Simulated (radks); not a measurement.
Species: the rhodium ion Rh+. Configuration: [Kr] 4d7 5s1 (not the ground configuration). All-electron calculation, non-relativistic Kohn-Sham, SCAN, spin-polarised, spherical densities, point nucleus; open shells are filled with parallel spins first (spin-orbit coupling, left out, can overturn this in heavy ions); meta-GGA in the generalised Kohn-Sham scheme; relativity is left out, which matters for an element this heavy. Program: a radial shooting solver on a logarithmic mesh with Libxc functionals.

X-ray form factor f0, the Fourier transform of the density (f0(0) = 44):

sin(theta)/lambda (1/angstrom),f0 (electrons)
0.05,43.269
0.1,41.326
0.15,38.708
0.2,35.886
0.25,33.139
0.3,30.598
0.4,26.317
0.5,23.092
0.6,20.687
0.8,17.182
1,14.288
1.25,11.128
1.5,8.724
2,6.131
